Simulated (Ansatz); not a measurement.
A single point on CH$_{9}$GePSi, SMILES `C[SiH2][GeH2][PH2]`.

```yaml
crystal:
  periodic: [false, false, false]
  atoms:
    - {symbol: C, position_ang: [-1.805877, 0.097046, 0.885309]}
    - {symbol: Si, position_ang: [-0.497278, -1.204569, 0.554914]}
    - {symbol: Ge, position_ang: [1.516820, -0.189368, -0.208055]}
    - {symbol: P, position_ang: [1.031180, 1.028939, -2.134516]}
    - {symbol: H, position_ang: [-1.467708, 0.803930, 1.646079]}
    - {symbol: H, position_ang: [-2.032208, 0.658261, -0.024006]}
    - {symbol: H, position_ang: [-2.730616, -0.365790, 1.237054]}
    - {symbol: H, position_ang: [-0.963719, -2.154226, -0.493010]}
    - {symbol: H, position_ang: [-0.215972, -1.987141, 1.790786]}
    - {symbol: H, position_ang: [2.139903, 0.708580, 0.880891]}
    - {symbol: H, position_ang: [2.566375, -1.245554, -0.603349]}
    - {symbol: H, position_ang: [2.213827, 1.814004, -2.081873]}
    - {symbol: H, position_ang: [0.265776, 2.001387, -1.435325]}
basis:
  gaussian: {orbitals: def2-QZVPP}
correlation: {method: mp2}
```

```sh
$ ansatz run in.yaml --threads 4 --pin off --events-out ev --progress --plain --max-ram 10444MiB
```

Output, abridged:

```
Functional definition: HF
3318 factors; integrals over basis functions are off by at most 8.4e-4 eV
mean field evaluation 1: about -74780.8266 eV, gradient 2.9e1 eV
mean field evaluation 2: about -74780.9462 eV, gradient 2.9e1 eV
mean field evaluation 4: about -74783.8762 eV, gradient 3.8e0 eV
mean field evaluation 8: about -74783.9414 eV, gradient 3.2e-1 eV
mean field -74783.94208354 eV, -2748.2591811934 hartree, gradient 9.3e-6 eV, S^2 0.000000; 0 other end points of the search recorded, 0 dependent functions left out
20 core orbitals not correlated: weight in the atoms' cores, before any rotation towards them, 1.000 or more for the frozen orbitals, at most 0.000 for the correlated occupied ones
reference -74783.94208354 eV, -2748.2591811934 hartree; 18, 18 occupied and 518, 518 virtual orbitals, 3318 factors
second order -27.92655496 eV of doubles, -0.00000000 eV of singles
Total energy: -74811.86863850 eV, -2749.2854631589 hartree
```

Run time 120 s (4 threads of an AMD EPYC on a shared host); peak host memory 4.2 GiB.
